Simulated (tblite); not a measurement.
Species: C6H16OPSi (charge +1).
Numbering: `[CH3:1][O:2][Si@H:3]1[CH2:4][CH2:5][P@@H+:6]([CH3:7])[CH2:8][CH2:9]1` (hydrogens: H10, H11, H12 on C1; H13 on Si3; H14, H15 on C4; H16, H17 on C5; H18 on P6; H19, H20, H21 on C7; H22, H23 on C8; H24, H25 on C9)

Computed with GFN2-xTB (tblite), gas phase: L-BFGS steps from a force-field or distance-geometry start until the largest atomic force falls under 0.01 eV/Å.

Step 63: E = -788.0015 eV
```
atom  x, y, z in Å  |  force x, y, z in eV/Å
C1     -3.6307   -0.4636   -0.4108    0.046   0.017   0.002
O2     -2.3328   -0.4673    0.1382    0.033  -0.066   0.046
Si3    -1.4065    0.7122    0.7226    0.056  -0.036   0.026
C4     -0.1553   -0.2481    1.8072    0.027  -0.038   0.006
C5      0.9427   -0.9652    1.0176   -0.022   0.011   0.043
P6      1.8061    0.2342   -0.0170   -0.037  -0.028  -0.005
C7      3.3366   -0.4320   -0.6992    0.003  -0.020  -0.010
C8      0.6792    0.8277   -1.3021    0.002  -0.003  -0.026
C9     -0.4786    1.6284   -0.6974    0.041  -0.010   0.000
H10    -4.3513   -0.1942    0.3616   -0.012   0.003  -0.062
H11    -3.6894    0.2526   -1.2300   -0.090  -0.029  -0.019
H12    -3.8459   -1.4686   -0.7756    0.034   0.056   0.013
H13    -2.0651    1.7215    1.5432   -0.050   0.046  -0.006
H14     0.3033    0.4418    2.5178   -0.001  -0.017  -0.074
H15    -0.6842   -0.9905    2.4042   -0.011   0.038  -0.019
H16     0.5130   -1.7330    0.3634    0.017   0.059   0.020
H17     1.6717   -1.4518    1.6762   -0.049   0.013   0.012
H18     2.1576    1.2992    0.7928   -0.052   0.005  -0.042
H19     3.9702   -0.7759    0.1194    0.046   0.037  -0.037
H20     3.8531    0.3419   -1.2693    0.021  -0.066   0.017
H21     3.1152   -1.2795   -1.3498   -0.008   0.027  -0.027
H22     0.3012   -0.0566   -1.8280    0.023  -0.022   0.033
H23     1.2514    1.4219   -2.0227   -0.017   0.028  -0.003
H24    -0.0949    2.5875   -0.3500   -0.015  -0.014   0.063
H25    -1.1776    1.8603   -1.5031    0.015   0.012   0.048
```

Step 64: E = -788.0039 eV
```
atom  x, y, z in Å  |  force x, y, z in eV/Å
C1     -3.6256   -0.4659   -0.4150    0.020   0.007  -0.015
O2     -2.3245   -0.4719    0.1256    0.017  -0.076   0.040
Si3    -1.4079    0.7080    0.7223    0.071  -0.012  -0.010
C4     -0.1529   -0.2431    1.8083    0.028  -0.032   0.020
C5      0.9390   -0.9671    1.0195    0.007   0.018   0.008
P6      1.8032    0.2300   -0.0161   -0.012   0.006  -0.041
C7      3.3337   -0.4360   -0.7006   -0.015  -0.017  -0.003
C8      0.6783    0.8316   -1.3000   -0.001  -0.004  -0.028
C9     -0.4786    1.6330   -0.6912    0.081  -0.011  -0.023
H10    -4.3429   -0.1933    0.3591   -0.005   0.006  -0.051
H11    -3.6907    0.2461   -1.2374   -0.068  -0.019  -0.010
H12    -3.8447   -1.4708   -0.7757    0.028   0.028   0.007
H13    -2.0821    1.7065    1.5397   -0.058   0.075   0.020
H14     0.3135    0.4516    2.5076   -0.004   0.013  -0.048
H15    -0.6795   -0.9760    2.4174   -0.021   0.007  -0.010
H16     0.5062   -1.7326    0.3663    0.006   0.029   0.009
H17     1.6719   -1.4530    1.6735   -0.056  -0.005   0.037
H18     2.1567    1.2932    0.7938   -0.047   0.017  -0.029
H19     3.9776   -0.7655    0.1159    0.032   0.030  -0.034
H20     3.8420    0.3320   -1.2854    0.016  -0.056   0.014
H21     3.1083   -1.2920   -1.3379    0.003   0.013  -0.035
H22     0.2987   -0.0513   -1.8281    0.022  -0.006   0.028
H23     1.2535    1.4274   -2.0187   -0.042   0.007   0.022
H24    -0.0887    2.5874   -0.3371   -0.028  -0.017   0.064
H25    -1.1754    1.8746   -1.4967    0.026   0.002   0.065
```

Task: Estimate the geometry and energy of step 65. (The exact step hangs on the optimiser's Hessian estimate; all steps are aligned on step 64, rigid shifts and turns removed.)

Result: E = -788.0061 eV, largest force 0.090 eV/Å
```
atom  x, y, z in Å  |  force x, y, z in eV/Å
C1     -3.6204   -0.4704   -0.4192   -0.002  -0.003  -0.025
O2     -2.3175   -0.4773    0.1169    0.004  -0.057   0.028
Si3    -1.4085    0.7046    0.7219    0.046   0.019  -0.034
C4     -0.1507   -0.2386    1.8093    0.015  -0.012   0.026
C5      0.9353   -0.9680    1.0210    0.033   0.020  -0.028
P6      1.8004    0.2267   -0.0159    0.024   0.033  -0.060
C7      3.3297   -0.4418   -0.7026   -0.012  -0.019  -0.014
C8      0.6783    0.8376   -1.2983    0.004  -0.010  -0.018
C9     -0.4771    1.6385   -0.6851    0.086  -0.011  -0.020
H10    -4.3371   -0.1943    0.3539    0.002   0.008  -0.029
H11    -3.6933    0.2360   -1.2458   -0.029  -0.005  -0.004
H12    -3.8411   -1.4756   -0.7748    0.019  -0.008   0.000
H13    -2.0967    1.6956    1.5371   -0.048   0.073   0.021
H14     0.3224    0.4619    2.4966   -0.002   0.040  -0.013
H15    -0.6754   -0.9622    2.4296   -0.025  -0.020   0.000
H16     0.4994   -1.7306    0.3683   -0.008  -0.005  -0.003
H17     1.6701   -1.4543    1.6715   -0.052  -0.021   0.056
H18     2.1571    1.2873    0.7950   -0.041   0.027  -0.021
H19     3.9846   -0.7538    0.1130    0.005   0.021  -0.053
H20     3.8306    0.3187   -1.3047   -0.003  -0.065   0.025
H21     3.0998   -1.3084   -1.3254    0.024   0.028  -0.015
H22     0.2982   -0.0437   -1.8287    0.015   0.005   0.015
H23     1.2562    1.4361   -2.0134   -0.055  -0.009   0.031
H24    -0.0834    2.5881   -0.3217   -0.030  -0.020   0.060
H25    -1.1718    1.8907   -1.4894    0.031  -0.007   0.074
```

The energy changes by -0.0022 eV. The first-order estimate −F·Δx gives -0.0030 eV and the mean of the old and new forces, exact on a quadratic surface, -0.0022 eV. The step makes an angle of 80° with the force vector and moves no atom by more than 0.026 Å.

What follows is the cost of the whole relaxation. The run took 1.6 s wall on one thread of an Arm Neoverse V1, shared host.
